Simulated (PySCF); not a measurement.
## How methods differ on the fine-structure interval of Kr²⁷⁺

Kr²⁷⁺ [He] 2s2 2p5 [2p1/2^2 2p3/2^3, M_J = 3/2] → Kr²⁷⁺ [He] 2s2 2p5 [2p1/2^1 2p3/2^4, M_J = 1/2], as a difference of total energies. Computed with PySCF 2.14 in an even-tempered Gaussian basis (17 s from 9 bohr⁻², ratio 2.4; 12 p from 12 bohr⁻², ratio 2.4; 5 d from 47 bohr⁻², ratio 2.6; 4 f from 70 bohr⁻², ratio 2.6), with the two-component X2C-1e Hamiltonian. Correlated levels: nothing frozen; the 32 highest virtual spinors dropped. "Screened" scales the spin-orbit matrix elements by Boettger's factors to mimic the two-electron term; Breit and QED terms are absent.

```json
{"method": "GHF (screened spin-orbit)", "fine-structure interval (cm⁻¹)": "456360"}
{"method": "GMP2 (screened spin-orbit)", "fine-structure interval (cm⁻¹)": "457200"}
{"method": "GHF (bare spin-orbit)", "fine-structure interval (cm⁻¹)": "483860"}
```
